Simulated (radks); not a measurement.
Values are calculated unless marked as measured or tabulated.
Q: All-electron atom: Mo18+ in [Ar] 3d6 (the NIST ground configuration). Level of theory: scalar-relativistic Kohn-Sham, r2SCAN, spin-polarised, spherical densities, finite nucleus; open shells are filled with parallel spins first (spin-orbit coupling, left out, can overturn this in heavy ions); meta-GGA in the generalised Kohn-Sham scheme; Fermi nuclear charge, rms radius 4.4091 fm (a radial shooting solver on a logarithmic mesh with Libxc functionals). Some entries of the table are withheld. Estimate them.

| orbital | occ. | eigenvalue (eV) | <r^2> (bohr^2) |
|---|---|---|---|
| 1s down | 1 | -20445.59 | 0.001670 |
| 1s up | 1 | -20445.59 | 0.001670 |
| 2s up | 1 | -3394.685 | 0.02768 |
| 2s down | 1 | -3383.699 | 0.02756 |
| 2p up | 3 | (1) | 0.02181 |
| 2p down | 3 | (2) | 0.02169 |
| 3s up | 1 | -998.1003 | 0.1893 |
| 3s down | 1 | -985.4499 | 0.1912 |
| 3p up | 3 | -898.6411 | (3) |
| 3p down | 3 | -885.3528 | (4) |
| 3d up | 5 | -745.3112 | 0.1634 |
| 3d down | 1 | -729.3047 | 0.1666 |

A: 
(1) 2p up eigenvalue (eV): -3094.463
(2) 2p down eigenvalue (eV): -3086.335
(3) 3p up <r^2> (bohr^2): 0.1881
(4) 3p down <r^2> (bohr^2): 0.1904
